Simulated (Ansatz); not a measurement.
ammonium (SMILES [NH4+]) moved off its minimum; all values from Ansatz (an electronic-structure program), cores frozen in correlated methods.
(charge 1, multiplicity 1)
```xyz
5

N     -0.02500     0.02237    -0.00397
H     -0.67227    -0.26953    -0.79110
H      0.07859     1.02601     0.07461
H     -0.36055    -0.30896     0.93966
H      0.88677    -0.40430    -0.23535
```

Task: Give the forces (eV/Å), the total energy and the dipole at CCSD(T)/aug-cc-pVTZ.

Result: 
```json
[
 {"atom": "N1", "Fx": "-0.541", "Fy": "-1.384", "Fz": "-0.020"},
 {"atom": "H2", "Fx": "0.485", "Fy": "0.637", "Fz": "1.235"},
 {"atom": "H3", "Fx": "-0.028", "Fy": "0.525", "Fz": "-0.371"},
 {"atom": "H4", "Fx": "0.278", "Fy": "0.019", "Fz": "-1.228"},
 {"atom": "H5", "Fx": "-0.195", "Fy": "0.203", "Fz": "0.383"}
]
```
Energy -56.8149 hartree.
